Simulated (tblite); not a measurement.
Compound: C₅H₁₃NSSi.
Cartesian coordinates in Å at the GFN2-xTB level; atoms count from 1:
```
atom  x, y, z in Å
C1    -0.8267    0.0331    1.5880
C2    -0.5737   -0.3072    0.3328
S3    -1.6898    0.0153   -1.0110
C4    -2.9425    1.1178   -0.3001
C5     0.6699   -0.9761   -0.1521
C6     1.1622   -2.0662    0.7940
Si7    2.0317    0.3367   -0.4532
N8     1.2803    1.6334   -1.2900
H9    -0.1106   -0.1724    2.3635
H10   -1.7329    0.5170    1.9032
H11   -3.5652    1.4401   -1.1290
H12   -2.4512    1.9725    0.1553
H13   -3.5448    0.5789    0.4259
H14    0.4316   -1.4466   -1.1119
H15    1.5140   -1.6469    1.7327
H16    1.9894   -2.6057    0.3389
H17    0.3665   -2.7769    1.0135
H18    3.1351   -0.3388   -1.1560
H19    2.5063    0.8825    0.8203
H20    1.8411    2.3838   -1.6559
H21    0.5003    1.4426   -1.8998
```

Computed values, GFN2-xTB/tblite, gas phase, harmonic and unscaled. Errors from tens to a few hundred cm⁻¹ against measured bands are possible. Modes of hydrogen on silicon can be 10 to 20 % off. One conformer, not necessarily the lowest.

Harmonic wavenumbers (cm⁻¹): 36.7, 50.8, 64.0, 128.1, 181.3, 191.8, 207.4, 208.3, 217.8, 240.6, 297.4, 364.9, 418.4, 471.7, 503.0, 530.0, 581.1, 630.0, 689.4, 705.1, 718.1, 737.5, 798.3, 823.1, 836.8, 906.7, 919.2, 937.8, 948.9, 1005.2, 1058.4, 1099.6, 1139.3, 1213.3, 1307.9, 1323.0, 1403.7, 1420.1, 1450.3, 1460.7, 1504.7, 1507.8, 1514.4, 1679.4, 2173.2, 2250.0, 2925.1, 3009.0, 3023.7, 3029.8, 3032.3, 3041.0, 3054.4, 3122.1, 3142.4, 3459.1, 3514.9.

A = 1901, B = 1009, C = 796.3 MHz; mass 147.054 u (most abundant isotopes); point group C1, symmetry number 1.

What is the zero-point energy?

½Σν̃ = 36604 cm⁻¹ = 437.89 kJ/mol.

What is S at 500 K and 1 bar for an ideal gas of classical rigid rotors and harmonic oscillators?

Translation 181.85, rotation 130.85, vibration 266.53: S = 579.2 J/(mol K).

And Cp and H(500 K) − H(0)?

Cp = 274.50 J/(mol K), of which vibrations give 241.24 (their classical limit is 57 R = 473.9); H(500 K) − H(0) = 82.86 kJ/mol without the zero-point energy, 66.23 from vibrations.

How do the functions run with temperature in this model?

| T (K) | S (J/(mol K)) | Cp (J/(mol K)) | H − H(0) (kJ/mol) | G − H(0) (kJ/mol) | ln q(vib) |
| --- | --- | --- | --- | --- | --- |
| 50 | 256.5 | 62.1 | 2.31 | -10.52 | 0.91 |
| 100 | 309.5 | 93.8 | 6.22 | -24.73 | 2.57 |
| 298.15 | 458.5 | 194.5 | 35.02 | -101.67 | 9.47 |
| 373.15 | 505.8 | 227.8 | 50.88 | -137.85 | 11.99 |
| 750 | 703.7 | 339.2 | 160.17 | -367.63 | 23.72 |
| 1000 | 807.6 | 382.4 | 250.69 | -556.90 | 30.60 |

q(vib) and H(0) count from the zero-point level.

What must be added to the electronic energy to get the Gibbs energy at 500 K and 1 bar?

ZPE + [H(500 K) − H(0)] − T·S = 437.89 + 82.86 − 289.61 = 231.14 kJ/mol.

Hindered rotation and anharmonicity are outside this model. Other conformers, if any are populated, would add a mixing term that is left out. The structure is chiral; the term R ln 2 for an equal mix with its mirror image is left out.
